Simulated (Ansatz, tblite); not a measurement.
Forces on tetraphenylethylene, `c1ccc(C(=C(c2ccccc2)c2ccccc2)c2ccccc2)cc1` at its PBE-D4/def2-SVP geometry. Total charge 0; singlet.

The xTB rows come from tblite. Single mean-field runs in def2-TZVP are fitted with def2-universal-jkfit. The restricted singlet is unstable towards broken spin symmetry in Hartree–Fock (as tested in another run); at HF/def2-TZVP this wasn't settled.

GFN2-xTB (tblite), largest force 0.71 eV/Å:

```xyz
46
positions Å, forces eV/Å
C    -1.470   -1.881   -4.084    0.086    0.117    0.359
C    -0.157   -1.956   -3.589   -0.278    0.133    0.212
C     0.145   -1.470   -2.311   -0.269    0.086   -0.072
C    -0.859   -0.899   -1.497   -0.131   -0.087   -0.419
C    -0.551   -0.394   -0.131    0.565    0.404    0.135
C     0.551    0.395    0.131   -0.565   -0.405   -0.135
C     1.350    1.029   -0.952    0.280    0.126   -0.326
C     0.724    1.700   -2.027    0.278   -0.083    0.029
C     1.484    2.306   -3.035    0.178   -0.160    0.287
C     2.887    2.255   -2.992   -0.215   -0.151    0.284
C     3.523    1.604   -1.923   -0.383    0.016    0.010
C     2.763    1.006   -0.908   -0.153    0.153   -0.229
C     1.020    0.668    1.517    0.093    0.141    0.414
C     1.134   -0.370    2.470    0.009    0.288    0.040
C     1.590   -0.106    3.767   -0.010    0.280   -0.247
C     1.942    1.201    4.142   -0.111   -0.082   -0.362
C     1.847    2.240    3.202   -0.087   -0.353   -0.121
C     1.401    1.974    1.900    0.028   -0.242    0.199
C    -1.511   -0.797    0.932   -0.242   -0.181    0.330
C    -1.984   -2.128    1.005   -0.107    0.222    0.196
C    -2.890   -2.515    2.001    0.120    0.362   -0.042
C    -3.359   -1.575    2.933    0.240    0.116   -0.281
C    -2.917   -0.244    2.857    0.109   -0.254   -0.252
C    -2.003    0.141    1.869   -0.018   -0.291    0.004
C    -2.181   -0.852   -1.997    0.232   -0.132   -0.166
C    -2.481   -1.329   -3.281    0.350   -0.025    0.154
H    -1.706   -2.260   -5.090    0.150    0.243    0.630
H     0.639   -2.403   -4.204   -0.493    0.284    0.375
H     1.174   -1.535   -1.926   -0.593    0.036   -0.232
H    -0.374    1.746   -2.063    0.637   -0.025    0.011
H     0.977    2.829   -3.860    0.316   -0.330    0.505
H     3.484    2.729   -3.786   -0.376   -0.302    0.496
H     4.623    1.563   -1.877   -0.679    0.028   -0.027
H     3.265    0.502   -0.068   -0.290    0.280   -0.495
H     0.864   -1.396    2.179    0.156    0.592    0.177
H     1.677   -0.930    4.492   -0.061    0.513   -0.444
H     2.297    1.408    5.163   -0.228   -0.130   -0.640
H     2.126    3.267    3.485   -0.169   -0.634   -0.175
H     1.335    2.790    1.164    0.026   -0.469    0.432
H    -1.623   -2.865    0.272   -0.199    0.423    0.435
H    -3.235   -3.559    2.049    0.211    0.645   -0.031
H    -4.075   -1.878    3.713    0.454    0.190   -0.487
H    -3.293    0.504    3.572    0.237   -0.466   -0.436
H    -1.663    1.185    1.810   -0.200   -0.604    0.042
H    -2.978   -0.426   -1.368    0.463   -0.234   -0.372
H    -3.514   -1.271   -3.657    0.637   -0.039    0.233
```

HF/def2-TZVP (Ansatz), largest force 2.22 eV/Å:

```
C 0.049 0.067 0.205
C -0.160 0.025 0.064
C -0.305 -0.069 0.081
C -0.323 -0.457 -1.204
C 1.770 1.267 0.422
C -1.770 -1.267 -0.422
C 0.752 0.570 -0.935
C 0.249 0.055 0.199
C 0.124 -0.035 0.117
C -0.123 -0.087 0.162
C -0.153 0.014 -0.049
C -0.235 0.021 -0.185
C 0.443 0.284 1.219
C 0.179 0.251 -0.097
C 0.038 0.151 -0.079
C -0.063 -0.047 -0.207
C -0.044 -0.156 0.003
C -0.102 -0.261 0.105
C -0.871 -0.398 0.920
C 0.048 0.247 0.161
C 0.036 0.154 0.035
C 0.137 0.066 -0.161
C -0.002 -0.141 -0.102
C -0.123 -0.237 -0.183
C 0.288 -0.007 -0.081
C 0.161 -0.012 0.011
H 0.211 0.334 0.900
H -0.708 0.405 0.539
H -0.950 0.024 -0.413
H 1.036 -0.002 -0.017
H 0.454 -0.472 0.726
H -0.533 -0.419 0.711
H -0.976 0.038 -0.042
H -0.403 0.477 -0.786
H 0.278 0.942 0.329
H -0.085 0.736 -0.638
H -0.313 -0.186 -0.912
H -0.246 -0.912 -0.250
H 0.086 -0.704 0.710
H -0.366 0.630 0.691
H 0.305 0.928 -0.042
H 0.635 0.272 -0.698
H 0.338 -0.669 -0.627
H -0.364 -0.965 0.100
H 0.684 -0.403 -0.615
H 0.917 -0.053 0.333
```

r2SCAN-D4/def2-TZVP (Ansatz), largest force 0.56 eV/Å:

```
C 0.020 0.036 0.086
C -0.067 0.028 0.057
C -0.098 -0.020 -0.032
C -0.076 -0.119 -0.304
C 0.351 0.251 0.084
C -0.351 -0.251 -0.084
C 0.185 0.148 -0.238
C 0.102 0.021 0.010
C 0.040 -0.035 0.075
C -0.050 -0.045 0.067
C -0.094 -0.001 0.002
C -0.045 0.053 -0.075
C 0.114 0.065 0.309
C 0.050 0.088 0.026
C 0.002 0.065 -0.066
C -0.034 -0.016 -0.087
C -0.026 -0.085 -0.030
C 0.013 -0.075 0.068
C -0.222 -0.094 0.234
C -0.039 0.069 0.065
C 0.034 0.087 -0.009
C 0.065 0.024 -0.066
C 0.025 -0.058 -0.067
C -0.055 -0.090 -0.004
C 0.071 -0.045 -0.057
C 0.086 -0.001 0.037
H 0.120 0.189 0.512
H -0.398 0.225 0.308
H -0.496 0.040 -0.186
H 0.530 -0.031 0.016
H 0.254 -0.263 0.413
H -0.304 -0.237 0.405
H -0.551 0.018 -0.023
H -0.245 0.245 -0.399
H 0.122 0.498 0.139
H -0.044 0.412 -0.363
H -0.177 -0.107 -0.519
H -0.142 -0.514 -0.143
H 0.035 -0.395 0.349
H -0.174 0.358 0.347
H 0.175 0.523 -0.024
H 0.361 0.155 -0.398
H 0.189 -0.374 -0.358
H -0.156 -0.507 0.030
H 0.384 -0.208 -0.297
H 0.518 -0.027 0.189
```
